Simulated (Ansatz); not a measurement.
Br3ClSi, SMILES `Cl[Si](Br)(Br)Br`, charge 0, multiplicity 1.

Give a relaxed structure at PBE0-D4/def2-TZVP (Ansatz 0.2.0). (Estimate.)

Ansatz gave: 
```xyz
5

Cl    0.3359    2.0183    0.1940
Si    0.0046    0.0277    0.0027
Br    1.9263   -1.0100   -0.1842
Br   -1.0593   -0.7015    1.7749
Br   -1.2074   -0.3344   -1.7874
```
Point group C3v.
